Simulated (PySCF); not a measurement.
All values below come from PBE-D3(BJ)/def2-TZVP // B3LYP-D3(BJ)/def2-TZVP in PySCF. Gas-phase values, no solvent. One relaxed conformer stands for a flexible species; it need not be the lowest. Excitations are Tamm–Dancoff values on a coarser integration grid. The basis has no diffuse functions, so Rydberg states are missing or too high.

Reference species (SMILES): `[SiH3]O[SiH]=C` (C–Si–O–Si torsion 1°) (neutral, multiplicity 1).

```json
{
  "HOMO": "-5.25 eV",
  "LUMO": "-1.32 eV",
  "S1 excitation (TDA)": "4.16 eV",
  "HOMO–LUMO gap": "3.93 eV"
}
```

Changed species: `C[SiH2][SiH]=O` (C–Si–Si–O torsion 0°).

### Question
What does the change do to the HOMO, LUMO, S1 excitation (TDA) and HOMO–LUMO gap?

### Answer
the HOMO falls by 0.90 eV, to -6.15 eV; the LUMO falls by 1.73 eV, to -3.05 eV; the S1 excitation (TDA) falls by 0.86 eV, to 3.30 eV; the HOMO–LUMO gap falls by 0.83 eV, to 3.10 eV.
